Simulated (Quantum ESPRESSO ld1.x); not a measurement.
Results of a calculation; reference values are marked as such.
Question: All-electron atom: Sr+ in [Kr] 5s1. Level of theory: Dirac Kohn-Sham, LDA (Slater exchange, Gunnarsson-Lundqvist correlation), spin-unpolarised, spherical densities, point nucleus (ld1.x of Quantum ESPRESSO 7.5). Some entries of the table are withheld. Estimate them.

orbital  occ.  eigenvalue (eV)  <r> (bohr)
1s1/2       2         -15913.5         (1)
2s1/2       2         -2160.88      0.1724
2p1/2       2         -1968.77      0.1476
2p3/2       4         -1900.48      0.1518
3s1/2       2         -339.445      0.4929
3p1/2       2              (2)      0.4920
3p3/2       4              (3)      0.5025
3d3/2       4         -136.155      0.4964
3d5/2       6         -134.322      0.5001
4s1/2       2         -47.6551       1.353
4p1/2       2         -30.3519         (4)
4p3/2       4         -29.1593         (5)
5s1/2       1          -8.7392       3.822

Answer: 
(1) 1s1/2 <r> (bohr): 0.03921
(2) 3p1/2 eigenvalue (eV): -269.653
(3) 3p3/2 eigenvalue (eV): -259.161
(4) 4p1/2 <r> (bohr): 1.537
(5) 4p3/2 <r> (bohr): 1.571
